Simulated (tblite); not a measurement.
Compound: CH₉NSeSi₂.
Geometry (GFN2-xTB, Å), atoms numbered from 1 in this order:
```xyz
14
CH9NSeSi2 angstrom
N     -2.537   -0.394    0.459
C     -2.118    0.591   -0.521
Si    -0.218    0.859   -0.739
Se     0.757   -0.290    1.001
Si     2.975    0.095    0.669
H     -2.145   -1.305    0.241
H     -2.205   -0.139    1.385
H     -2.546    0.297   -1.483
H     -2.587    1.540   -0.250
H      0.178    2.264   -0.634
H      0.300    0.274   -1.977
H      3.392    1.090    1.647
H      3.627   -1.188    0.876
H      3.127    0.584   -0.696
```

All values are computed: GFN2-xTB (tblite) harmonic vibrations without scaling, gas phase. Against measured fundamentals such values can be off by several per cent, at times by over 20. Modes of hydrogen on silicon can be 10 to 20 % off. One conformer, not necessarily the lowest. The optimisation stopped once no atom felt more than 0.01 eV/Å.

Lowest wavenumbers of the output (negative numbers stand for imaginary wavenumbers):
```
mode    cm-1
  1     -41.1
  2     -35.7
  3      25.2
  4      80.1
  5     127.3
  6     299.6
  7     311.2
  8     364.8
  9     381.1
 10     434.8
 11     526.9
 12     534.2
 13     545.1
 14     629.0
 15     699.4
```

**Question.** Is this structure a minimum?

**Answer.** Not by this Hessian. 2 modes are imaginary beyond 20i (41i and 36i cm⁻¹), so at this level the point lies at or near a saddle of order 2. The curvature is small, so loose convergence or finite differences may be the whole cause.

**Question.** Which atoms move in the imaginary modes?

**Answer.** 41i: H12 (Si–H hydrogen) 22 %, H13 (Si–H hydrogen) 21 %, H14 (Si–H hydrogen) 21 %; 36i: C2 (sp3 carbon bound to nitrogen) 16 %, N1 (primary amine nitrogen) 12 %, H12 (Si–H hydrogen) 11 %, H14 (Si–H hydrogen) 10 %. These are shares of the mass-weighted motion.

**Question.** What is the remedy?

**Answer.** Step along such a mode in both directions, optimise again with tighter thresholds and repeat the frequencies. The zero-point energy of this point (59.5 kcal/mol) counts the 34 real modes alone, and thermal corrections from it aren't those of a minimum.
